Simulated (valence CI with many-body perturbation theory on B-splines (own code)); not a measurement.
Results of a calculation; reference values are marked as such.
## Basis-set convergence for Pr20+

Method: relativistic CI+MBPT: three valence electrons over a frozen Dirac-Fock core [Kr], radial functions for each j: 7 s, 7 p, 8 d, 6 f, 4 g, 1 h, with the one-electron correlation potential Σ1 (screened to all orders), the two-electron term Σ2, the three-electron term Σ3, Breit, model QED; selected single and double excitations, second order for the rest, scaled by the run's own slope (own B-spline code, finite nucleus).

No measured levels were compared; by estimate terms of the open shell hold to 2 to 4 % of their energy, and close levels can change places. Only levels of the ground parity were solved; by the run's estimate the other parity begins above the list, which can be wrong where configurations are misplaced.

The reference run has the lowest level (4d3/2^3) J=3/2 and an ionisation energy of 591.174 eV. Its largest variational space holds 5346 state functions.

Levels are named by their leading jj configuration (3d3/2^4 stands for four electrons in 3d with j = 3/2), which in mixed levels can hold well under half, so a name can repeat and another be missing. Letters in brackets count levels of one name in rising energy.

Changed runs:
A. basis 6 s, 6 p, 5 d, 5 f, 1 g
B. basis 5 s, 5 p, 4 d, 4 f

Excitation energies of the reference run in cm⁻¹, and shifts in cm⁻¹:

| Level | Reference | A | B |
| --- | --- | --- | --- |
| (4d3/2^2 4d5/2) J=5/2 | 24162 | -76 | -214 |
| (4d3/2^2 4d5/2) J=7/2 | 39224 | -30 | -18 |
| (4d3/2^2 4d5/2) J=3/2 | 42130 | +44 | +409 |
| (4d3/2^2 4d5/2) J=9/2 | 45856 | +55 | +324 |
| (4d3/2^2 4d5/2) J=1/2 | 49395 | +14 | +386 |
| (4d3/2 4d5/2^2) J=7/2 [a] | 71558 | +86 | +396 |
| (4d3/2 4d5/2^2) J=5/2 [a] | 74570 | -14 | +247 |
| (4d3/2 4d5/2^2) J=9/2 | 75343 | +9.2 | +279 |
| (4d3/2 4d5/2^2) J=3/2 [a] | 86245 | +87 | +413 |
| (4d3/2 4d5/2^2) J=1/2 | 91124 | +121 | +776 |
| (4d3/2 4d5/2^2) J=11/2 | 95831 | +113 | +792 |
| (4d3/2 4d5/2^2) J=5/2 [b] | 103429 | +189 | +774 |
| Ionisation energy (eV) | 591.174 | -0.031 | -0.072 |
